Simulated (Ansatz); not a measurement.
`CO[SiH](F)S` and `CO[SiH](S)Cl` differ in one element.

Ansatz, PBE0-D4/def2-TZVP geometries, multiplicity 1. Each molecule was computed in one conformer, which needn't be the lowest.

```tsv
property	`CO[SiH](F)S`
LUMO energy (B3LYP/def2-TZVPP) / eV	0.01
HOMO–LUMO gap (ωB97M-V/def2-TZVPP) / eV	12.24
size of the dipole moment (B3LYP/def2-TZVPP) / D	1.76
HOMO energy (B3LYP/def2-TZVPP) / eV	-7.58
size of the dipole moment (ωB97M-V/def2-TZVPP) / D	1.77
ideal-gas entropy at 298 K and 1 bar (rigid rotor, harmonic PBE0-D4/def2-TZVP) / J/(mol·K)	367
```

Question: Give the same properties after the change, and the shifts. (Estimate.)

Answer: Ansatz gave: 
```tsv
property	`CO[SiH](S)Cl`	shift
LUMO energy (B3LYP/def2-TZVPP) / eV	-0.14	-0.15
HOMO–LUMO gap (ωB97M-V/def2-TZVPP) / eV	12.11	-0.13
size of the dipole moment (B3LYP/def2-TZVPP) / D	1.96	0.20
HOMO energy (B3LYP/def2-TZVPP) / eV	-7.58	0.00
size of the dipole moment (ωB97M-V/def2-TZVPP) / D	1.97	0.20
ideal-gas entropy at 298 K and 1 bar (rigid rotor, harmonic PBE0-D4/def2-TZVP) / J/(mol·K)	373	6
```

Dipoles are sizes alone; their direction can turn.

B3LYP here is the variant with VWN-RPA as its local correlation; programs differ in this.
